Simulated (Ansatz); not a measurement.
Consider the isomerisation: `[CH3][GeH]([F])[CH]=O` → `O/C(F)=[CH]\[GeH3]`.

Isolated molecules relaxed with PBE0-D4/def2-TZVP in Ansatz; ΔE leaves out vibrations. CBS: MP2 limit from def2 TZ/QZ plus the TZ coupled-cluster correction, frozen cores. Functionals use def2-TZVPP. For Ge outer-core shells are correlated without core-valence functions, which leaves a few kJ/mol of doubt a bond. Scalar relativity is left out up to krypton. One conformer a species, not always the lowest.

`[CH3][GeH]([F])[CH]=O`:

Z-matrix (Å, degrees):
```
C
Ge 1 1.934
H 1 1.091 2 109.3
H 1 1.090 2 109.7 3 119.3
H 1 1.090 2 110.5 3 -120.2
F 2 1.750 1 108.2 3 -170.1
C 2 2.003 1 111.5 3 -55.3
H 2 1.539 1 114.6 3 72.0
O 7 1.202 2 120.5 1 49.1
H 7 1.114 2 118.9 1 -130.6
```

`O/C(F)=[CH]\[GeH3]`:

Z-matrix (Å, degrees):
```
Ge
C 1 1.928
H 1 1.538 2 111.1
H 1 1.538 2 111.1 3 120.8
H 1 1.537 2 107.9 3 -119.6
C 2 1.323 1 122.3 3 -60.5
H 2 1.081 1 121.0 3 119.5
F 6 1.339 2 122.9 1 -180.0
O 6 1.334 2 125.9 1 0.0
H 9 0.963 6 109.3 2 -179.9
```

| level | ΔE (kJ/mol) |
| --- | --- |
| PBE | 128.4 |
| PBE0 | 124.5 |

**Question.** What does CCSD(T)/CBS give? (An estimate is asked.)

**Answer.** Computed: +140.0 kJ/mol. The listed levels differ from it by -11.6, -15.5 kJ/mol.

Largest T1 diagnostic among the species: 0.013.

From PBE to PBE0 (25 % exact exchange), in def2-TZVPP and without D4, ΔE moves by −3.9 kJ/mol.
